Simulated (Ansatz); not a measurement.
One change: `N=C(N)BF` becomes `N=C(N)[SeH]`.

Ansatz, PBE0-D4/def2-TZVP geometries, multiplicity 1. Each molecule was computed in one conformer, which needn't be the lowest.

Scalar relativity is left out up to krypton.

| property | `N=C(N)BF` |
| --- | --- |
| HOMO energy (PBE0/def2-TZVPP) / eV | -7.15 |
| size of the dipole moment (B3LYP/def2-TZVPP) / D | 1.65 |
| zero-point energy (PBE0-D4/def2-TZVP) / kJ/mol | 168.6 |
| LUMO energy (B3LYP/def2-TZVPP) / eV | -2.07 |
| HOMO–LUMO gap (ωB97M-V/def2-TZVPP) / eV | 9.66 |
| LUMO energy (ωB97M-V/def2-TZVPP) / eV | 0.26 |

**Question.** Give the same properties after the change, and the shifts. (Estimate.)

**Answer.** Ansatz gave: 
```tsv
property	`N=C(N)[SeH]`	shift
HOMO energy (PBE0/def2-TZVPP) / eV	-7.00	0.15
size of the dipole moment (B3LYP/def2-TZVPP) / D	1.51	-0.14
zero-point energy (PBE0-D4/def2-TZVP) / kJ/mol	148.8	-19.8
LUMO energy (B3LYP/def2-TZVPP) / eV	-0.70	1.37
HOMO–LUMO gap (ωB97M-V/def2-TZVPP) / eV	10.67	1.01
LUMO energy (ωB97M-V/def2-TZVPP) / eV	1.47	1.21
```

With PBE0 the HOMO rises by 0.15 eV and the LUMO rises by 1.40 eV, so the gap widens by about 1.25 eV. PBE moves the HOMO by 0.14 eV and ωB97M-V by 0.20 eV. The zero-point energy changes by -19.8 kJ/mol with -3 modes. Dipoles are sizes alone; their direction can turn.

B3LYP here is the variant with VWN-RPA as its local correlation; programs differ in this.

Spin–orbit coupling is left out; it splits and shifts lone-pair levels of the heavy atoms by tenths of an eV.
